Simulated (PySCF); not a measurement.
Where the electron goes

Species: C4H9Cl2NSi.
SMILES with atom numbers: `[H]/[N:1]=[CH:2]\[CH2:3][CH2:4][SiH2:5][CH:6]([Cl:7])[Cl:8]` (hydrogens: H9 on N1; H10 on C2; H11, H12 on C3; H13, H14 on C4; H15, H16 on Si5; H17 on C6)

Geometry (GFN2-xTB, Å), atoms numbered from 1 in this order:
```
atom  x, y, z in Å
N1    -2.7233    0.7547    1.2301
C2    -2.1777    0.5198    0.1275
C3    -1.5437   -0.7516   -0.3474
C4    -0.0941   -0.5134   -0.7789
Si5    0.9962    0.0798    0.6567
C6     2.7281    0.4836   -0.0833
Cl7    2.5591    1.7598   -1.3057
Cl8    3.4242   -0.9701   -0.8248
H9    -2.7370   -0.0326    1.8794
H10   -2.1525    1.3450   -0.5801
H11   -1.5841   -1.5042    0.4442
H12   -2.1215   -1.1217   -1.2002
H13   -0.0802    0.2217   -1.5864
H14    0.3066   -1.4407   -1.1941
H15    1.2155   -0.9808    1.6437
H16    0.5218    1.3198    1.2686
H17    3.4556    0.8429    0.6407
```

Method: TDDFT B3LYP/def2-SVPD, vertical, gas phase, core orbitals frozen in the response in PySCF.

Kohn–Sham orbitals with the atoms that hold most of them (Löwdin shares over 4%, at most four atoms; ? is withheld):

```tsv
orbital	ε (eV)	atoms
HOMO-3	-8.75	N1 25%, C4 15%, C2 14%, C3 11%
HOMO-2	-8.55	Cl7 45%, Cl8 45%
HOMO-1	-7.98	Cl8 30%, Cl7 30%, C6 20%, Si5 10%
HOMO	?	?
LUMO	-0.75	?
LUMO+1	-0.63	C2 26%, N1 22%, Cl7 10%, Cl8 7%
LUMO+2	0.06	Cl8 31%, C6 26%, Cl7 25%, Si5 7%
```

Problem. Give the leading atoms of the HOMO.

Solution. N1 (bonded to C and H) 59%; C2 (bonded to C, N and H) 14%; C3 (bonded to 2 C and 2 H) 8%; H9 (bonded to N) 8%. By element: nitrogen 59%, carbon 23% or more, hydrogen 8% or more.

Problem. Which atoms hold the LUMO, and with what shares?

Solution. Cl8 (bonded to C) 18%; Cl7 (bonded to C) 17%; C6 (bonded to 2 Cl, Si and H) 13%; N1 (bonded to C and H) 11%. By element: chlorine 35%, carbon 13% or more, nitrogen 11%.

Problem. What is the HOMO energy, and the HOMO–LUMO gap?

Solution. ε(HOMO) = -7.30 eV; the gap is 6.55 eV (0.2407 hartree).

Problem. How does S1 compare with the orbital gap of 6.55 eV?

Solution. S1 is at 5.09 eV (f = 0.0019), 1.46 eV below the gap, made of HOMO→LUMO+1 (64%), HOMO→LUMO (33%). Its leading pair isn't HOMO and LUMO; the energies of that pair differ by 6.66 eV. 

Problem. One configuration dominates each of S3 and S4. Which, and how do the shares of the two leading atoms of either orbital change from the occupied to the empty one?

Solution. 
- S3 (6.15 eV, f 0.014), HOMO-1→LUMO (72%): Cl8 30% → 18%, Cl7 30% → 17%
- S4 (6.68 eV, f 0.0019), HOMO-1→LUMO+1 (70%): Cl8 30% → 7%, Cl7 30% → 10%, C2 at most 11% → 26%, N1 at most 11% → 22%

Löwdin shares depend on the basis, the more so with diffuse functions.

One conformer stands for the species.
